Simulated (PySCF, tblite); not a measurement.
Isomers of C5H11Si2 (doublet state), one GFN2-xTB conformer each. Single-point energies are computed at B3LYP/pcH-1 (PySCF, gas phase, no added dispersion term), electronic only. GFN2-xTB treats the open shell by occupation alone, and not every SCF solution was tested for stability.

```json
{"SMILES": "C/C=C\\C1[SiH2][CH][SiH2]1", "GFN2-xTB relative energy (kcal/mol)": "11.0"}
{"SMILES": "C#C[C]([SiH3])CC[SiH3]", "GFN2-xTB relative energy (kcal/mol)": "0.0"}
```

Conformers: `[CH3:1]/[CH:2]=[CH:3]\[CH:4]1[SiH2:5][CH:6][SiH2:7]1` (doublet state) with C2–C3–C4–Si5 96°, C3–C4–Si5–C6 129°, C4–Si5–C6–Si7 -7°, Si5–C6–Si7–C4 7°, C3–C4–Si7–C6 -125°; `[CH:1]#[C:2][C:3]([SiH3:4])[CH2:5][CH2:6][SiH3:7]` (doublet state) with C2–C3–C5–C6 -112°, C3–C5–C6–Si7 62°.

What does B3LYP/pcH-1 give for the same structures?

```json
{"SMILES": "C/C=C\\C1[SiH2][CH][SiH2]1", "B3LYP/pcH-1 E (Eh)": "-776.08812", "B3LYP/pcH-1 (kcal/mol)": "0.0", "GFN2-xTB (kcal/mol)": "11.0", "point group": "C1"}
{"SMILES": "C#C[C]([SiH3])CC[SiH3]", "B3LYP/pcH-1 E (Eh)": "-776.06527", "B3LYP/pcH-1 (kcal/mol)": "14.3", "GFN2-xTB (kcal/mol)": "0.0", "point group": "C1"}
```

GFN2-xTB puts C#C[C]([SiH3])CC[SiH3] lowest instead. As drawn, the lower has a four-membered ring, which the higher lacks.

What happens when harmonic zero-point energies from GFN2-xTB frequencies are added?

```
                   SMILES  ZPE (kcal/mol)  electronic (kcal/mol)  with ZPE (kcal/mol)
C/C=C\C1[SiH2][CH][SiH2]1            82.5                    0.0                  0.0
   C#C[C]([SiH3])CC[SiH3]            79.1                   14.3                 10.9
```

The zero-point energies span 3.4 kcal/mol. The order is unchanged.
